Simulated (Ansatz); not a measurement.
`C[SiH2]N[SiH2]O`, charge 0, multiplicity 1.

(1) Give a relaxed structure at PBE0-D4/def2-TZVP (Ansatz 0.2.0). (Best estimate.)

## Answers

(1) Computed: 
Cartesian coordinates in Å:
```
C 0.528 1.456 -1.932
Si 0.895 0.580 -0.327
N -0.550 0.133 0.518
Si -1.008 -1.437 1.045
O -0.107 -2.031 2.289
H -0.058 0.819 -2.599
H -0.037 2.375 -1.757
H 1.455 1.729 -2.443
H 1.753 1.468 0.509
H 1.625 -0.692 -0.570
H -1.187 0.877 0.765
H -2.440 -1.328 1.434
H -0.798 -2.434 -0.027
H -0.070 -1.514 3.094
```
This is one stationary point; other conformers may exist.
